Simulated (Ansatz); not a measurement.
A nudged elastic band was laid between two geometries of GaH5O (7 atoms, charge 0, multiplicity 1).

Computed with RKS BLYP-D4/def2-SVP (Ansatz).

```json
{"movable images": "5", "climbing image": "yes", "spring": "5.0 eV/Å²", "optimiser": "quadratic models (default)", "start path": "through a guess of the saddle point", "force threshold": "0.05 eV/Å", "iteration limit": "60", "end points": "relaxed"}
```

Initial state:

```xyz
7
Properties=species:S:1:pos:R:3
Ga 0.023 0.123 0.062
H -0.139 0.647 1.560
H 1.422 0.281 -0.662
H -1.299 -0.066 -0.805
O 0.139 -2.032 0.632
H -0.749 -2.416 0.480
H 0.274 -2.086 1.601
```

Final state:

```xyz
7
Properties=species:S:1:pos:R:3
Ga -0.074 -0.220 -1.093
H 0.488 -1.368 3.532
H 1.206 0.684 -1.161
H -1.251 -0.406 -2.132
O -0.149 -1.187 0.446
H -0.940 -1.758 0.504
H 0.393 -1.292 2.772
```

Q: What changes between the two ends?

A: Bonds broken: Ga1–H2, O5–H7. Bonds formed: H2–H7. GaH5O becomes GaH3O + H2.

Q: Give the energies along the band, and the barrier.

A: It converged. The highest image is number 2 of 0 to 6, 0.88 eV above the ends, which have the same energy within 2 meV. A vibrational analysis at the climbing image gives one clearly imaginary mode, 1133i cm⁻¹: a first-order saddle point. The orbitals stay closed-shell, which can raise the energy where a bond breaks towards radicals; this wasn't checked here.

```json
{"image": "0", "path coordinate (Å)": "0.00", "energy (eV)": "0.00", "Ga1–H2 (Å)": "1.60", "O5–H7 (Å)": "0.98", "H2–H7 (Å)": "2.76"}
{"image": "1", "path coordinate (Å)": "0.72", "energy (eV)": "0.13", "Ga1–H2 (Å)": "1.62", "O5–H7 (Å)": "0.99", "H2–H7 (Å)": "1.86"}
{"image": "2", "path coordinate (Å)": "1.44", "energy (eV)": "0.88", "Ga1–H2 (Å)": "1.89", "O5–H7 (Å)": "1.33", "H2–H7 (Å)": "1.01"}
{"image": "3", "path coordinate (Å)": "2.56", "energy (eV)": "0.06", "Ga1–H2 (Å)": "2.78", "O5–H7 (Å)": "2.43", "H2–H7 (Å)": "0.77"}
{"image": "4", "path coordinate (Å)": "3.67", "energy (eV)": "0.03", "Ga1–H2 (Å)": "3.71", "O5–H7 (Å)": "2.49", "H2–H7 (Å)": "0.77"}
{"image": "5", "path coordinate (Å)": "4.79", "energy (eV)": "0.01", "Ga1–H2 (Å)": "4.40", "O5–H7 (Å)": "2.41", "H2–H7 (Å)": "0.77"}
{"image": "6", "path coordinate (Å)": "5.91", "energy (eV)": "0.00", "Ga1–H2 (Å)": "4.80", "O5–H7 (Å)": "2.39", "H2–H7 (Å)": "0.77"}
```

Q: What is the geometry of the highest image?

A: 
```xyz
7
Properties=species:S:1:pos:R:3
Ga 0.043 -0.193 -0.166
H -0.012 -0.097 1.722
H 1.455 0.305 -0.626
H -1.407 0.127 -0.689
O 0.190 -2.047 0.596
H -0.642 -2.560 0.533
H 0.045 -1.083 1.497
```

Q: What are the harmonic wavenumbers there?

A: 1133i, 419, 438, 489, 613, 686, 702, 746, 850, 1328, 1675, 1769, 1915, 1952, 3648 cm⁻¹.

Time of the run: 69 s on 2 threads of Arm Neoverse V2 (shared host), peak memory 0.12 GiB.
